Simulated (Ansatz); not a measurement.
Frontier orbitals of BH6NSi2, SMILES `[SiH3][SiH]1BN1`.

Total charge 0; spin multiplicity 1. The geometry is a stationary point of PBE0-D4/def2-TZVP. Basis def2-TZVPP, Ansatz.

Orbital energies of one run (eV). Highest occupied ones, from the top: -6.02, -6.84, -8.30, -8.44, -8.58, -9.09, -10.41, -11.61, -13.48, -14.76, -21.74, -93.89, -93.89, -93.89. Empty: -1.72, -1.48, -0.62, -0.31, 0.29, 0.61.

Which functional gave them?
A. r2SCAN0
B. LDA (SPW92)
C. BHLYP
D. ωB97X-V

B. HOMO energies: LDA (SPW92) -6.02, BHLYP -7.90, ωB97X-V -9.19, r2SCAN0 -7.09 eV.
